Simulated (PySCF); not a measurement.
Gas-phase reaction: SnH2 + F2 → SnF2 + 2 H

Computed with PySCF and rigid-rotor harmonic-oscillator thermochemistry at 1 bar. † marks an energy on the PBE0/def2-TZVP geometry and frequencies. CCSD(T) freezes the core. Open shells (unrestricted): H (multiplicity 2); the rest are closed-shell singlets. B3LYP is the form with VWN-RPA correlation. Sn: scalar-relativistic def2 core potential, no spin-orbit coupling. SnH2: computed as isolated molecules; such fragments, hydroxides, amides, oligomers or adducts are transient or little studied in the gas. CCSD(T) isn't extrapolated to the basis-set limit.

| level | ΔH°(298 K), kJ |
|---|---|
| B3LYP/def2-TZVP† | -319 |
| BLYP/def2-TZVP† | (withheld) |
| CCSD(T)/def2-SVP† | (withheld) |
| HF/def2-TZVP† | (withheld) |
| PBE/def2-TZVP† | -323 |
| LDA/def2-TZVP† | (withheld) |
| ωB97M-V/def2-TZVP† | -325 |
| ωB97X-V/def2-TZVP† | -329 |

Q: What belongs in the gaps?

A: 
- BLYP/def2-TZVP†, ΔH°(298 K), kJ: -313
- CCSD(T)/def2-SVP†, ΔH°(298 K), kJ: -295
- HF/def2-TZVP†, ΔH°(298 K), kJ: -445
- LDA/def2-TZVP†, ΔH°(298 K), kJ: -296
